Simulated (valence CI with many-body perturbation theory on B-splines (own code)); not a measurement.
**Tl8+: what the settings do**

Computed by valence CI with perturbative core correlation (CI+MBPT): five valence electrons over a frozen Dirac-Fock core [Xe] 4f14, radial functions for each j: 6 s, 6 p, 5 d, 5 f, 1 g, with the one-electron correlation potential Σ1 (screened to all orders), the two-electron term Σ2, the three-electron term Σ3, Breit, model QED; selected single and double excitations, second order for the rest, scaled by the run's own slope (own B-spline code, finite nucleus).

No measured spectrum was set against this ion. As an estimate, terms of the open shell hold to 2 to 4 % of their energy, and close levels can change places; different configurations can be misplaced against each other by 1,000 to 8,000 cm⁻¹. Among the levels kept, up to 330 cm⁻¹ of a level comes from second order outside the variational space, and about a tenth of that is noise between levels of different J, which matters for small intervals. Only levels of the ground parity were solved; by the run's estimate the other parity begins above the list, which can be wrong where configurations are misplaced.

The reference run has the lowest level (5d3/2^4 5d5/2) J=5/2 [a] and an ionisation energy of 136.395 eV. Its largest variational space holds 9998 state functions.

Levels are named by their leading jj configuration (3d3/2^4 stands for four electrons in 3d with j = 3/2), which in mixed levels can hold well under half, so a name can repeat and another be missing. Letters in brackets count levels of one name in rising energy.

Changed runs:
A. size limit of the variational space 10000 → 1500; Breit term on → off
B. Breit term on → off
C. correlating orbitals by l 3 3 3 3 1 → 5 3 2 0 3
D. closed core [Xe] 4f14 → [Xe] 4f14 5d1 (bad on purpose)

Excitation energies of the reference run in cm⁻¹, and shifts in cm⁻¹:

| Level | Reference | A | B | C |
| --- | --- | --- | --- | --- |
| (5d3/2^4 5d5/2) J=5/2 [b] | 19900 | -128 | -67 | +215 |
| (5d3/2^3 5d5/2^2) J=7/2 [a] | 31155 | +43 | +122 | +89 |
| (5d3/2^3 5d5/2^2) J=3/2 [a] | 32467 | +84 | +94 | +318 |
| (5d3/2^3 5d5/2^2) J=11/2 | 33684 | +187 | +192 | -14 |
| (5d3/2^3 5d5/2^2) J=5/2 [a] | 36111 | +165 | +244 | +95 |
| (5d3/2^3 5d5/2^2) J=9/2 | 36154 | +117 | +220 | +15 |
| (5d3/2^3 5d5/2^2) J=1/2 | 39139 | +200 | +197 | +383 |
| (5d3/2^3 5d5/2^2) J=7/2 [b] | 45058 | +173 | +262 | +140 |
| (5d3/2^3 5d5/2^2) J=5/2 [b] | 47529 | +214 | +309 | +340 |
| (5d3/2^2 5d5/2^3) J=7/2 [a] | 52008 | +245 | +343 | +196 |
| (5d3/2^2 5d5/2^3) J=11/2 | 52868 | +382 | +485 | -144 |
| (5d3/2^3 5d5/2^2) J=3/2 [b] | 54617 | +261 | +309 | +546 |
| Ionisation energy (eV) | 136.395 | -0.033 | -0.034 | -0.056 |

Run D: It gave no result: the perturbation theory needs a core of closed shells. The program said: "the core must hold closed shells only".
